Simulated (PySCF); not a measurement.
H₃O₃V, SMILES [V]([OH])([OH])[OH] (connectivity only; charge and spin as stated), neutral, multiplicity 3.

The structure is a stationary point at B3LYP-D3(BJ)/def2-SVP. The geometry has at least one imaginary mode, so it is a saddle point at that level. The spin state was assumed, not searched. The values are those of a single conformer.

Computed with ωB97X/def2-TZVPD (PySCF).

Isolated molecule, no solvent.

**Question.** Estimate the frontier levels, dipole moment and polarisability. (The exact figures need the calculation; the answer reports its results.)

**Answer.** 
The α spin, highest occupied and lowest empty level comes out as -8.93 and 0.66 eV, the β spin, highest occupied and lowest empty level is -11.03 and -0.09 eV and the dipole moment is 3.02 D. The quadrupole, principal values (traceless, Buckingham form, about the centre of nuclear charge) comes out as -3.17, 0.01, 3.16 D·Å and the mean static polarisability is 47.5 bohr³ (7.04 Å³). The polarisability, principal values comes out as 37.9, 52.1, 52.5 bohr³. The ⟨S²⟩ is 2.007 (pure state 2.00).
